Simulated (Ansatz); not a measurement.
Start from `[CH3][Nb]([CH3])(=[NH])[NH2]` and change one atom or group to get `[CH3][Nb](=[NH])([NH2])[F]`.

Ansatz, PBE0-D4/def2-TZVP geometries, multiplicity 1. Each molecule was computed in one conformer, which needn't be the lowest.

Elements past krypton have def2 core potentials.

```tsv
property	`[CH3][Nb]([CH3])(=[NH])[NH2]`
HOMO–LUMO gap (PBE0/def2-TZVPP) / eV	5.90
size of the dipole moment (B3LYP/def2-TZVPP) / D	1.47
HOMO energy (PBE/def2-TZVPP) / eV	-5.73
LUMO energy (ωB97M-V/def2-TZVPP) / eV	0.91
HOMO energy (PBE0/def2-TZVPP) / eV	-7.02
LUMO energy (B3LYP/def2-TZVPP) / eV	-1.37
```

Question: Give the same properties after the change, and the shifts. (Best estimate.)

Answer: Ansatz gave: 
| property | `[CH3][Nb](=[NH])([NH2])[F]` | shift |
| --- | --- | --- |
| HOMO–LUMO gap (PBE0/def2-TZVPP) / eV | 6.55 | 0.65 |
| size of the dipole moment (B3LYP/def2-TZVPP) / D | 2.06 | 0.59 |
| HOMO energy (PBE/def2-TZVPP) / eV | -6.29 | -0.56 |
| LUMO energy (ωB97M-V/def2-TZVPP) / eV | 0.85 | -0.06 |
| HOMO energy (PBE0/def2-TZVPP) / eV | -7.63 | -0.61 |
| LUMO energy (B3LYP/def2-TZVPP) / eV | -1.34 | 0.03 |

The zero-point energy changes by -82.4 kJ/mol with -9 modes. Dipoles are sizes alone; their direction can turn.

Positive LUMOs are unbound, so they and the gaps depend on the basis.

B3LYP here is the variant with VWN-RPA as its local correlation; programs differ in this.
